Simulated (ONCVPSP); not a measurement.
## What one change does to a pseudopotential (Cr (Z = 24), ONCV)

ONCVPSP 4.0.1 input, shortened (lines: element, Z, core and valence counts, functional; n l f; lmax; l rc ep ncon nbas qcut; lloc lpopt rc5 dvloc0; l nproj debl; icmod fcfact rcfact), LDA (Perdew-Wang 92), scalar-relativistic:

```
  Cr 24.00    3    4  -001012      upf
    1    0    2.00
    2    0    2.00
    2    1    6.00
    3    0    2.00
    3    1    6.00
    3    2    5.00
    4    0    1.00
    3
    0    1.40    0.00    4    8    9.00
    1    1.10    0.00    4    9   15.30
    2    1.25    0.00    3    7   12.10
    3    1.15    0.42    4    8    9.20
    4    5    0.85    0.00
    0    2    0.70
    1    1    2.40
    2    2    0.50
    3    3    3.60
    0    0.00    0.00
```

All-electron outer shells of the reference configuration (LDA (PZ), scalar-relativistic, ld1.x):

```json
{"shell": "2p", "level (eV)": "-560.31", "outermost node (bohr)": "–", "outermost maximum (bohr)": "0.20"}
{"shell": "3s", "level (eV)": "-73.56", "outermost node (bohr)": "0.36", "outermost maximum (bohr)": "0.78"}
{"shell": "3p", "level (eV)": "-45.35", "outermost node (bohr)": "0.33", "outermost maximum (bohr)": "0.80"}
{"shell": "4s", "level (eV)": "-4.20", "outermost node (bohr)": "1.12", "outermost maximum (bohr)": "2.74"}
{"shell": "3d", "level (eV)": "-3.13", "outermost node (bohr)": "–", "outermost maximum (bohr)": "0.84"}
```

Change: s: qcut 10.5; p: qcut 17.8; d: qcut 14.1; f: qcut 10.7.

Cutoffs: the cutoffs (Ha) at which the residual kinetic energy of the hardest occupied pseudo-wave falls to 1 and 0.1 mHa per electron; they do not see the model core or the augmentation charge, which bear on the density cutoff. Errors are all-electron minus pseudo energies relative to the spin-unpolarised reference configuration.

Q: Predict the effect on cutoff, ghosts and configuration errors.

A: The potential gets harder (54 Ha and 69 Ha → 69 Ha and 89 Ha); a bound ghost appears in f, which as a rule spoils a file; of the 3 tests that both files solve, the error grows in 0 and shrinks in 2 by more than 15 % and 0.3 meV (median size 0.9 → 0.6 meV).

| quantity | base | changed |
| --- | --- | --- |
| cutoff, loose | 54 Ha | 69 Ha |
| cutoff, tight | 69 Ha | 89 Ha |
| loose cutoff by channel | s 27 Ha, p 53 Ha, d 54 Ha | s 32 Ha, p 69 Ha, d 63 Ha |
| bound ghosts | none | f |
| GHOST(+) flags under 300 eV | none | none |
| tests with a reliable result | 3 of 4 | 3 of 4 |
| error for 3s2 3p6 3d5 4s0, meV [ΔE 7.13 eV] | +0.9 | +0.6 |
| error for 3s2 3p6 3d4 4s0, meV [ΔE 23.48 eV] | -0.6 | -0.2 |
| error for 3s2 3p6 3d4 4s2, meV [ΔE -0.05 eV] | +6.5 | +5.6 |
| s: phases at 1.42 bohr within 0.05 rad from the reference energy up to (Ha; the scan ends near 5) | to the end of the scan | to the end of the scan |
| p: phases at 1.11 bohr within 0.05 rad from the reference energy up to (Ha; the scan ends near 5) | 4.5 | 4.7 |
| d: phases at 1.27 bohr within 0.05 rad from the reference energy up to (Ha; the scan ends near 5) | to the end of the scan | to the end of the scan |
| f: phases at 1.17 bohr within 0.05 rad from the reference energy up to (Ha; the scan ends near 5) | to the end of the scan | to the end of the scan |

 A true bound ghost makes a file unfit for plane-wave use even where its test errors are small: the radial tests pick states by their node count and pass the ghost by.
